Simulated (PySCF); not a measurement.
**Ionisation energy of Kr by level of theory**

Kr [Kr] (1S) → Kr+ [Ar] 3d10 4s2 4p5 (2P), as a difference of total energies. Computed with PySCF 2.14 in cc-pVTZ-DK (6s5p3d1f, 43 functions), with scalar relativity by spin-free X2C-1e. Correlated levels: valence: [Ar] 3d10 frozen. The calculations carry no spin-orbit coupling.

```csv
method,ionisation energy (eV),error (eV)
UHF,13.051,-1.171
r2SCAN,14.151,-0.071
PBE,14.026,-0.196
MP2 (valence),13.978,-0.244
SCS-MP2 (valence),13.893,-0.329
CCSD (valence),13.861,-0.361
CCSD(T) (valence),13.898,-0.324
```

Reference: 14.222 eV (measured; NIST levels, between the centres of gravity of the two terms).

Errors of the correlated levels include the incompleteness of this basis and the frozen core.
